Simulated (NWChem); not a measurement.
The numbers come from NWChem runs, not from measurements. System: BF, charge 0, spin multiplicity 1, at a geometry optimised with B3LYP/def2-SVP. The structure started from a generated list of species. Level: MP2/def2-TZVP, 2 core orbitals frozen.

Part of the output:

```
             Northwest Computational Chemistry Package (NWChem) 7.3.0
             --------------------------------------------------------

                                NWChem Input Module
                                -------------------

 Scaling coordinates for geometry "geometry" by  1.889725989
 (inverse scale =  0.529177249)

 Turning off AUTOSYM since
 SYMMETRY directive was detected!

                             Geometry "geometry" -> ""
                             -------------------------

 Output coordinates in angstroms (scale by  1.889725989 to convert to a.u.)

  No.       Tag          Charge          X              Y              Z
 ---- ---------------- ---------- -------------- -------------- --------------
    1 B                    5.0000     0.00000000     0.00000000    -0.81227100
    2 F                    9.0000     0.00000000     0.00000000     0.45126200

 Effective nuclear repulsion energy (a.u.)      18.8463429170

            Nuclear Dipole moment (a.u.)
            ----------------------------
        X                 Y               Z
 ---------------- ---------------- ----------------
     0.0000000000     0.0000000000     0.0000056692

      Symmetry information
      --------------------

 Group name             C2v
 Group number             16
 Group order               4
 No. of unique centers     2

      Symmetry unique atoms

     1    2


 Summary of "ao basis" -> "" (spherical)
 ------------------------------------------------------------------------------
       Tag                 Description            Shells   Functions and Types
 ---------------- ------------------------------  ------  ---------------------
 *                         def2-tzvp                  on all atoms

 Summary of "ao basis" -> "ao basis" (spherical)
 ------------------------------------------------------------------------------
       Tag                 Description            Shells   Functions and Types
 ---------------- ------------------------------  ------  ---------------------
 B                         def2-tzvp                11       31   5s3p2d1f
 F                         def2-tzvp                11       31   5s3p2d1f

                                 NWChem SCF Module
                                 -----------------

  ao basis        = "ao basis"
  functions       =    62
  atoms           =     2
  closed shells   =     7
  open shells     =     0
  charge          =   0.00
[...]
  Mulliken analysis of the total density
  --------------------------------------

    Atom       Charge   Shell Charges
 -----------   ------   -------------------------------------------------------
    1 B    5     4.78   0.92  1.05  0.64  0.77  0.35  0.54  0.32  0.05  0.07  0.05  0.03
    2 F    9     9.22   0.77  1.20  0.60  0.99  0.32  2.25  2.26  0.80  0.00  0.01  0.00

       Multipole analysis of the density wrt the origin
       ------------------------------------------------

     L   x y z        total         open         nuclear
     -   - - -        -----         ----         -------
     0   0 0 0     -0.000000      0.000000     14.000000

     1   1 0 0      0.000000      0.000000      0.000000
     1   0 1 0     -0.000000      0.000000      0.000000
     1   0 0 1      0.342562      0.000000      0.000006

     2   2 0 0     -7.738803      0.000000      0.000000
     2   1 1 0     -0.000000      0.000000      0.000000
     2   1 0 1      0.000000      0.000000      0.000000
     2   0 2 0     -7.738803      0.000000      0.000000
     2   0 1 1      0.000000      0.000000      0.000000
     2   0 0 2    -10.899658      0.000000     18.325479

                   NWChem MP2 Semi-direct Energy/Gradient Module
                   ---------------------------------------------

  Basis functions       =     62
  Molecular orbitals    =     62
  Frozen core           =      2
  Frozen virtuals       =      0
  Active alpha occupied =      5
  Active beta occupied  =      5
  Active alpha virtual  =     55
  Active beta virtual   =     55
  Use MO symmetry       = T
  Use skeleton AO sym   = T

  AO/Fock/Back tols     =   1.0D-09  1.0D-09  1.0D-09

 GA uses MA = F    GA memory limited = T

 Available:
  local mem=  1.26D+08
 global mem=  1.44D+08
 local disk=  0.00D+00
  mp2_memr nvloc                    55
  nvloc new                    55
   1 passes of   5:        4194304                      21586                   1830832.
   1 passes of   5: M    126153856           G      144171512           F     121959552.

 Semi-direct pass number   1 of   1  for RHF alpha+beta  at        0.7s
  vrange nnbf                  1951
  mp2_eaftype                    10  avail_ma_in_mb                  1099
 EAF : mp2_eaftype filesize          10     915416.
  mp2_eaf for mointskh                     10
Node 0 wrote      4.3 Mb in      0.0 s     Agg I/O rate:   747.5 Mb/s
 Done moints_semi at        1.4s
  mp2_eaftype                    10  avail_ma_in_mb                  1089
 EAF : mp2_eaftype filesize          10     915416.
  mp2_eaf for kh                    10
 Done maket at        1.4s
 Done multipass loop at        1.4s

          -------------------------------------------
          SCF energy                -124.162232057439
          Correlation energy          -0.319796569749
          Singlet pairs               -0.201844906749
          Triplet pairs               -0.117951663000
          Total MP2 energy          -124.482028627188
          -------------------------------------------

          ---------------------------------------------------
                    Spin Component Scaled (SCS) MP2
          Same spin pairs                     -0.078634442000
          Same spin scaling factor             0.333333333333
          Opposite spin pairs                 -0.241162127749
          Opposite spin scaling fact.          1.200000000000
          SCS-MP2 correlation energy          -0.315606033966
          Total SCS-MP2 energy              -124.477838091404
          ---------------------------------------------------

 -----------------------
 Performance information
 -----------------------

 Timer overhead =  2.15D-07 seconds/call

               Nr. of calls         CPU time (s)                 Wall time (s)                GFlops
             ---------------    -------------------     ------------------------------   -------------------
Name         Min   Avg   Max    Min     Avg     Max     Min     Avg     Max   Mx/calls   Min     Max     Sum
mp2: moin     1     1     1   0.73    0.73    0.73     0.73    0.73    0.73    0.73      0.0     0.0     0.0
mp2: make     1     1     1   4.11E-2 4.11E-2 4.11E-2  4.11E-2 4.11E-2 4.11E-2 4.11E-2   0.0     0.0     0.0
mp2: tota     1     1     1   0.83    0.83    0.83     0.83    0.83    0.83    0.83      0.0     0.0     0.0

 The average no. of pstat calls per process was 3.00D+00
 with a timing overhead of 6.45D-07s

 Task  times  cpu:        1.4s     wall:        1.4s

 Total times  cpu:        1.5s     wall:        1.5s
```

### Question
Write an NWChem input that would produce this output.

### Answer
This is not unique; one that fits is 
```
start mol
memory heap 200 mb stack 900 mb global 1100 mb
geometry units angstroms nocenter noautoz
  B      0.000000     0.000000    -0.812271
  F      0.000000     0.000000     0.451262
  symmetry group C2v
end
basis spherical
  * library def2-tzvp
end
scf
  rhf
  nopen 0
  maxiter 100
  thresh 1e-7
  semidirect memsize 60000000 filesize 0
end
mp2
  freeze core 2
end
task mp2 energy
```
